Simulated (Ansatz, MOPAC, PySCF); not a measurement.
Molecule: cis-(1S,2R)-2-fluorocyclopropane-1-carbaldehyde, C4H5FO, charge 0, multiplicity 1. SMILES: O=C[C@@H]1C[C@H]1F
Geometry: optimised at B3LYP-D3(BJ)/def2-TZVP (Ansatz, a quantum-chemistry and plane-wave program).

Unscaled harmonic wavenumbers (cm⁻¹) in rising order, each level at the stationary point that it reaches from this structure (no distance between atoms moves by over 0.3 Å); the order of modes can differ between levels, and a negative number is imaginary. B3LYP-D3(BJ)/def2-TZVP (PySCF, at the structure above): 107, 236, 245, 393, 443, 518, 782, 849, 878, 980, 1040, 1050, 1072, 1106, 1170, 1182, 1230, 1302, 1406, 1442, 1483, 1796, 2847, 3140, 3168, 3189, 3233.

PM6 (MOPAC): 53, 221, 250, 404, 436, 486, 828, 870, 897, 951, 980, 1020, 1050, 1126, 1157, 1217, 1254, 1265, 1291, 1314, 1512, 1795, 2645, 2706, 2717, 2734, 2779. Zero-point energy 48.5 against 51.9 kcal/mol; where all levels lie over 400 cm⁻¹, the wavenumbers are on average 0.962 times those of B3LYP-D3(BJ)/def2-TZVP.

HF/3-21G (Ansatz): 114, 249, 272, 409, 468, 544, 843, 940, 950, 1058, 1146, 1182, 1224, 1240, 1267, 1290, 1324, 1419, 1548, 1582, 1621, 1927, 3129, 3337, 3388, 3405, 3433. Zero-point energy 56.2 against 51.9 kcal/mol; where all levels lie over 400 cm⁻¹, the wavenumbers are on average 1.087 times those of B3LYP-D3(BJ)/def2-TZVP.

HF/6-31G* (Ansatz): 111, 252, 266, 424, 479, 554, 876, 922, 971, 1080, 1156, 1165, 1205, 1239, 1272, 1305, 1344, 1429, 1552, 1583, 1654, 2024, 3132, 3322, 3376, 3380, 3416. Zero-point energy 56.4 against 51.9 kcal/mol; where all levels lie over 400 cm⁻¹, the wavenumbers are on average 1.095 times those of B3LYP-D3(BJ)/def2-TZVP.
